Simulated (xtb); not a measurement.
triplet methylene (CH2), triplet, geometry from GFN2-xTB; GFN2-xTB (xtb).

The xtb input:
```
$ xtb mol.xyz --gfn 2 --uhf 2 --etemp 5000 --json

# file mol.xyz
3

C      0.00386916     0.00066529     0.10150064
H      0.00046091     0.97908788    -0.31139250
H     -0.02367585    -0.98307960    -0.29761136
```

What the program printed (banner, timings and long lists left out):

```
   ID    Z sym.   atoms
    1    6 C      1
    2    1 H      2, 3

           -------------------------------------------------
          |                Calculation Setup                |
           -------------------------------------------------

           -------------------------------------------------
          |                 G F N 2 - x T B                 |
           -------------------------------------------------

          ...................................................
          :                      SETUP                      :
          :.................................................:
          :  # basis functions                   6          :
          :  # atomic orbitals                   6          :
          :  # shells                            4          :
          :  # electrons                         6          :
          :  max. iterations                   250          :
          :  Hamiltonian                  GFN2-xTB          :
          :  restarted?                      false          :
          :  GBSA solvation                  false          :
          :  PC potential                    false          :
          :  electronic temp.         5000.0000000     K    :
          :  accuracy                    1.0000000          :
          :  -> integral cutoff          0.2500000E+02      :
          :  -> integral neglect         0.1000000E-07      :
          :  -> SCF convergence          0.1000000E-05 Eh   :
          :  -> wf. convergence          0.1000000E-03 e    :
          :  Broyden damping             0.4000000          :
          :  net charge                          0          :
          :  unpaired electrons                  2          :
          ...................................................

 iter      E             dE          RMSdq      gap      omega  full diag
   1     -2.9748625 -0.297486E+01  0.603E+00   12.34       0.0  T
   2     -2.9794771 -0.461459E-02  0.368E+00   12.50       1.0  T
   3     -2.9800860 -0.608902E-03  0.624E-01   12.52       1.0  T
   4     -2.9803062 -0.220210E-03  0.158E-01   12.32       1.0  T
   5     -2.9803009  0.537522E-05  0.105E-01   12.35       1.0  T
   6     -2.9803132 -0.123427E-04  0.258E-03   12.32      22.4  T
   7     -2.9803132  0.618517E-09  0.199E-03   12.32      29.1  T
   8     -2.9803132 -0.382828E-08  0.510E-05   12.32    1131.3  T
   9     -2.9803132 -0.296385E-11  0.145E-05   12.32    3984.1  T

   *** convergence criteria satisfied after 9 iterations ***

 transition dipole moment (au) for excitation:           3           4
     X       Y       Z
  -0.1770   0.0022   0.0067  total (au/Debye):    0.177   0.450
 dE (eV)             :    0.590
 oscillator strength :  0.64127E-03

         :::::::::::::::::::::::::::::::::::::::::::::::::::::
         ::                     SUMMARY                     ::
         :::::::::::::::::::::::::::::::::::::::::::::::::::::
         :: total energy              -2.938867917641 Eh    ::
         :: gradient norm              0.001531496347 Eh/a0 ::
         :: HOMO-LUMO gap             12.323099442062 eV    ::
         ::.................................................::
         :: SCC energy                -2.980313198100 Eh    ::
         :: -> isotropic ES            0.000802234208 Eh    ::
         :: -> anisotropic ES          0.000227445098 Eh    ::
         :: -> anisotropic XC          0.005809631595 Eh    ::
         :: -> dispersion             -0.000260047683 Eh    ::
         :: repulsion energy           0.041445280459 Eh    ::
         :: add. restraining           0.000000000000 Eh    ::
         :: total charge               0.000000000631 e     ::
         :::::::::::::::::::::::::::::::::::::::::::::::::::::

           -------------------------------------------------
          |                Property Printout                |
           -------------------------------------------------

    * Orbital Energies and Occupations

         #    Occupation            Energy/Eh            Energy/eV
      -------------------------------------------------------------
         1        1.9999           -0.5664799             -15.4147
         2        1.9826           -0.4855300             -13.2119
         3        1.0139           -0.3541961              -9.6382
         4        1.0036           -0.3325207              -9.0483 (HOMO)
         5        0.0000            0.1203449               3.2748 (LUMO)
         6                          0.3734767              10.1628
      -------------------------------------------------------------
                  HL-Gap            0.4528656 Eh           12.3231 eV
             Fermi-level           -0.2629734 Eh           -7.1559 eV

     #   Z          covCN         q      C6AA      α(0)
     1   6 C        1.854    -0.161    35.750     9.658
     2   1 H        0.927     0.081     1.973     2.197
     3   1 H        0.927     0.081     1.973     2.197

 Mol. C6AA /au·bohr⁶  :         77.216377
 Mol. C8AA /au·bohr⁸  :       1757.123911
 Mol. α(0) /au        :         14.051374

Wiberg/Mayer (AO) data.
largest (>0.10) Wiberg bond orders for each atom

 ---------------------------------------------------------------------------
     #   Z sym  total        # sym  WBO       # sym  WBO       # sym  WBO
 ---------------------------------------------------------------------------
     1   6 C    1.953 --     3 H    0.976     2 H    0.976
     2   1 H    0.984 --     1 C    0.976
     3   1 H    0.984 --     1 C    0.976
 ---------------------------------------------------------------------------

Topologies differ in total number of bonds
Writing topology from bond orders to xtbtopo.mol

molecular dipole:
                 x           y           z       tot (Debye)
 q only:       -0.005      -0.001      -0.124
   full:       -0.010      -0.002      -0.270       0.687
molecular quadrupole (traceless):
                xx          xy          yy          xz          yz          zz
 q only:       -0.300       0.010       0.530       0.003      -0.005      -0.229
  q+dip:       -1.026       0.033       1.661       0.015      -0.016      -0.636
   full:       -0.643       0.020       0.985       0.011      -0.009      -0.342

           -------------------------------------------------
          | TOTAL ENERGY               -2.938867917641 Eh   |
          | GRADIENT NORM               0.001531496347 Eh/α |
          | HOMO-LUMO GAP              12.323099442062 eV   |
           -------------------------------------------------

normal termination of xtb
```
